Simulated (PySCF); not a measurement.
LaSI, singlet: structure and spectrum

Level of theory: PBE0/[La def2-TZVP with ECP46, S def2-TZVP, I def2-TZVP with ECP28], scalar-relativistic core potentials, density fitting, no spin–orbit coupling, PySCF.

The structure is a higher-order saddle point with 2 imaginary modes (one degenerate set).

Coordinates in bohr (charge 0 multiplicity 1):
```
La    0.0000    0.0000   -2.0340
S     0.0000    0.0000   -6.6393
I     0.0000    0.0000    3.8975
```

| Item | Value |
| --- | --- |
| Point group | C∞v |
| Bond lengths | La–I 3.139 Å, La–S 2.437 Å |
| Bond angles | I–La–S 180.0° |
| Dipole moment | 0.52 D |
| Lowest empty level | -2.88 eV |
| Principal polarisabilities | 77.2, 77.2, 178.5 bohr³ |
| Principal quadrupole moments (Buckingham, traceless) about the centre of mass | -43.75, 21.87, 21.87 D Å |
| Highest occupied level | -6.23 eV |
| Zero-point energy (real modes) | 3.5 kJ/mol |
| Rotational constants | 0.01539 cm⁻¹ |

Harmonic modes (masses in u: La 138.906, S 31.972, I 126.904):
```
symmetry  ω (cm⁻¹)  IR (km/mol, summed over degenerate members)     type
       π       70i                                            –     bend
      σ+       142                                         27.2  stretch
      σ+       444                                          182  stretch
```

In C∞v the vibrations span π + 2σ+.

Charges (e):
```
atom  Mulliken  Löwdin  polar tensor  Mayer order to La1
 La1      1.13    0.45          2.10                   –
  S2     -0.55   -0.19         -1.22                2.21
  I3     -0.58   -0.26         -0.88                0.74
```

Mulliken populations on La1 (electrons outside its core potential): s 2.11, p 6.20, d 1.47, f 0.09.

Outer orbital energies (eV). occupied: -18.10, -16.62, -8.10, -7.33, -7.33, -6.70, -6.70, -6.23; empty: -2.88, -2.61, -2.61, -1.32.

Stability towards spin polarisation was not tested. Other isomers or separated fragments may lie lower. At this level a singlet minimum of Cs symmetry lies 47 kJ/mol below this structure.

The final relaxation and frequency run took roughly 4 core-minutes on a shared host.
